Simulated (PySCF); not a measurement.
# Core binding energy against partial charge

Compound: 3-pentyl acetate, C7H14O2.
Cartesian coordinates in Å at the PBE0-D3(BJ)/def2-SVP level; atoms count from 1:
```
atom  x, y, z in Å
C1    -0.3375    2.0106   -1.3178
C2    -1.2094    0.7710   -1.2077
C3    -0.8712   -0.1088   -0.0157
C4    -1.7708   -1.3270    0.1088
C5    -1.4585   -2.1960    1.3153
O6     0.4833   -0.5637   -0.1670
C7     1.3895   -0.2220    0.7605
C8     2.7410   -0.7712    0.4037
O9     1.1476    0.4369    1.7369
H10   -0.4020    2.6283   -0.4087
H11   -0.6359    2.6342   -2.1733
H12    0.7191    1.7377   -1.4596
H13   -2.2700    1.0592   -1.1191
H14   -1.1280    0.1647   -2.1262
H15   -0.9137    0.4844    0.9120
H16   -1.6908   -1.9186   -0.8194
H17   -2.8120   -0.9677    0.1589
H18   -2.1560   -3.0435    1.3879
H19   -1.5245   -1.6209    2.2518
H20   -0.4406   -2.6090    1.2510
H21    3.4537   -0.5449    1.2040
H22    2.6772   -1.8563    0.2411
H23    3.0827   -0.3216   -0.5403
```

Binding energies: delta-SCF UKS SCAN, pcX-2 on the ionised atom, pcseg-1 elsewhere, spin-free X2C in PySCF. Charges: PBE0/pcSseg-1 ground-state density, for the ionised atom.

```csv
atom,environment,C 1s (eV),Mulliken (e),IAO (e),Hirshfeld (e),ESP (e)
C1,methyl carbon,290.57,-0.276,-0.410,-0.118,-0.233
C2,chain CH2 carbon,290.63,-0.210,-0.251,-0.071,-0.067
C8,methyl carbon next to a carbonyl,291.15,-0.252,-0.467,-0.121,-0.706
C3,sp3 carbon bound to oxygen,291.89,-0.043,+0.082,+0.048,+0.188
C7,ester carbonyl carbon,294.35,+0.388,+0.526,+0.219,+0.878
```

Problem. How well does each charge scheme correlate with the binding energies over these sites?

Solution. Mulliken: r = 0.99, slope 5.6 eV per e; Hirshfeld: r = 0.96, slope 10.4 eV per e; IAO: r = 0.93, slope 3.5 eV per e; ESP: r = 0.85, slope 2.3 eV per e. On 5 points no scheme stands out.

Problem. The point-charge model writes a binding energy as kq + V + constant, with V the potential of the other atoms' charges at the site. What does it give with the IAO charges?

Solution. V = Σ 14.40 eV Å × q/r over all other atoms: +4.57 eV at C1, +2.17 eV at C2, +7.37 eV at C8, -2.96 eV at C3, -9.52 eV at C7. Fitting binding energy − V to q gives k = 19.7 eV per e and leaves an rms residual of 0.37 eV, against 0.50 eV for the fit on q alone. The model has no term for differences in relaxation between sites.

Isolated species at its PBE0-D3(BJ)/def2-SVP geometry (one conformer only).
